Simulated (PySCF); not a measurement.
**UHF on As (arsenic, neutral)**

Configuration: [Ar] 3d10 4s1 4p4, high-spin 4P determinant (an excited configuration). All numbers are calculated (PySCF 2.14, no relativity, point nucleus, in def2-TZVPPD (7s5p5d1f, 54 functions)).

| Property | Result |
| --- | --- |
| Total energy | -2233.892403 hartree |
| One-electron energy | -3112.5849 hartree |
| Hartree (Coulomb) energy | 960.1963 hartree |
| Exchange energy | -81.5038 hartree |
| Kinetic energy | 2233.93950 hartree |
| ⟨S²⟩ | 3.7717 |
| ⟨L²⟩ | 2.014 |
| Sum of ⟨r⟩ | 25.11 bohr |
| Sum of ⟨r²⟩ | 42.79 bohr² |
| Traceless quadrupole moment −½Σ⟨3z² − r²⟩ along its main axis | -3.19 e·bohr² |
| Density at the nucleus (Gaussians lack the cusp) | 24000 bohr⁻³ |
| Spin density at the nucleus | 14.0 bohr⁻³ |
| Langevin diamagnetic susceptibility | -33.9 ×10⁻⁶ cm³/mol |

| shell | electrons | mean orbital energy (hartree) | spread (hartree) | rms radius, mean of both spins (bohr) |
| --- | --- | --- | --- | --- |
| 1s α | 1 | -432.65043 | 0 | 0.0537 |
| 1s β | 1 | -432.63712 | 0 | 0.0537 |
| 2s α | 1 | -56.37288 | 0 | 0.224 |
| 2s β | 1 | -56.36203 | 0 | 0.224 |
| 2p α | 3 | -50.21893 | 0.00397 | 0.198 |
| 2p β | 3 | -50.20966 | 0.00188 | 0.198 |
| 3s α | 1 | -8.10292 | 0 | 0.650 |
| 3s β | 1 | -8.06820 | 0 | 0.650 |
| 3p α | 3 | -5.95713 | 0.01277 | 0.671 |
| 3p β | 3 | -5.93172 | 0.00187 | 0.671 |
| 3d α | 5 | -2.18116 | 0.01229 | 0.745 |
| 3d β | 5 | -2.16730 | 0.00713 | 0.745 |
| 4s α | 1 | -0.86858 | 0 | 2.13 |
| 4p α | 3 | -0.40523 | 0.04959 | 2.68 |
| 4p β | 1 | -0.22747 | 0 | 2.68 |

Spin-orbit constants ζ (cm⁻¹) from the X2C one-electron operator on these orbitals (non-relativistic here): bare nucleus, nucleus screened by l(l+1)(2l+1)/3 electrons, and screened by the Breit-Pauli mean field of the electrons.

```csv
shell,bare,screened nucleus,mean field
2p,190000,178500,173000
3p,25760,24200,23280
3d,3188,2222,2062
4p,1489,1398,1335
```

To first order the Landé constant is A = -445.1 cm⁻¹, so the lowest level has J = 5/2 and lies 0.0828 eV below the centre of the term. This holds in LS coupling only.
